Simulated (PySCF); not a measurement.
HGeO (SMILES [OH+]=[Ge]), charge +1, singlet, geometry from GFN2-xTB. Base run: B3LYP/STO-3G run with PySCF.

Geometry (Å):
```xyz
3

O      0.0000     0.0000    -1.2479
Ge     0.0000     0.0000     0.3815
H      0.0000     0.0000    -2.2256
```
Charge +1, spin multiplicity 1.
All else is at PySCF's defaults.

The base run was repeated with changes; each row names its change, and settings that it needs were set with it.

```
change                                        E (Eh)  HOMO (eV)  HOMO-LUMO gap (eV)  core-seconds (rough)
---------------------------------------  -----------  ---------  ------------------  --------------------
base                                     -2127.58642     -12.89                6.30                     1
functional = bhandhlyp                   -2127.64919     -15.47               10.28                     1
functional = x3lyp                       -2127.46758     -13.04                6.58                     1
functional = b3lyp; dispersion = d3zero  -2127.58656     -12.89                6.30                     1
functional = blyp; dispersion = d3bj     -2127.49422      -9.98                2.71                   0.9
functional = b97m_v                      -2127.42203     -11.35                4.16                    40
functional = tpss                        -2127.58496     -10.15                2.81                     2
functional = o3lyp                       -2128.09915     -12.36                5.59                     1
functional = m06l                        -2127.64637     -11.26                3.97                     1
functional = hf                          -2125.99677     -17.08               14.76                   0.2
functional = m06                         -2127.52661     -13.81                7.56                     1
functional = lda,vwn                     -2123.69223     -10.20                2.66                   0.8
functional = scan                        -2127.78736     -10.98                3.67                     2
```

Totals shift with the method and basis; they matter in differences.
